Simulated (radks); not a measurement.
The platinum ion Pt6+, 72 electrons, occupied as [Xe] 4f14 5d4. All-electron calculation, Dirac Kohn-Sham, PBE, spin-unpolarised, spherical densities, point nucleus; open shells are shared between the two j in proportion to 2j + 1. Program: a radial shooting solver on a logarithmic mesh with Libxc functionals. Some entries of the table are withheld. Estimate them.

orbital,occ.,eigenvalue (eV),<1/r> (bohr^-1)
1s1/2,2,-78402.30,94.03
2s1/2,2,-13834.63,23.06
2p1/2,2,-13261.28,23.00
2p3/2,4,-11532.04,18.86
3s1/2,2,-3315.970,8.463
3p1/2,2,-3059.105,8.373
3p3/2,4,-2678.923,7.296
3d3/2,4,-2252.182,7.193
3d5/2,6,-2170.247,6.945
4s1/2,2,(1),(2)
4p1/2,2,-671.7521,3.464
4p3/2,4,-581.1858,3.091
4d3/2,4,-403.0222,2.886
4d5/2,6,-386.1748,2.799
5s1/2,2,(3),1.457
4f5/2,6,-158.4697,2.414
4f7/2,8,-154.9957,2.381
5p1/2,2,-150.7404,1.341
5p3/2,4,-134.6712,1.215
5d3/2,1.6,-84.4606,0.9792
5d5/2,2.4,-82.3782,0.9542

Answer. 
(1) 4s1/2 eigenvalue (eV): -780.6794
(2) 4s1/2 <1/r> (bohr^-1): 3.575
(3) 5s1/2 eigenvalue (eV): -186.2962
